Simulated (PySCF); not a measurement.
**Cl²⁺: excitation energy**

Cl²⁺ [Ne] 3s2 3p3 (4S) → Cl²⁺ [Ne] 3s1 3p4 (4P), as a difference of total energies. Calculation: PySCF 2.14, in x2c-TZVPPall; the spin-free X2C one-electron Hamiltonian (Gaussian nucleus). Correlated levels: valence and next inner shell: 1s2 frozen. The calculations carry no spin-orbit coupling.

| method | excitation energy (eV) |
| --- | --- |
| UHF | 13.029 |
| MP2 (valence and next inner shell) | 13.025 |
| SCS-MP2 (valence and next inner shell) | 12.998 |
| CCSD (valence and next inner shell) | 12.510 |
| CCSD(T) (valence and next inner shell) | 12.368 |

Problem. How much does correlation contribute at CCSD(T) (valence and next inner shell)?

Solution. 12.368 − (13.029) = -0.661 eV, measured against UHF.

A first-order spin-orbit estimate (lowest level to lowest level, LS coupling) adds -0.048 eV.

The coupled-cluster amplitudes are large for the upper state (T1 above 0.03 or a double amplitude above 0.15), so a single reference is strained.
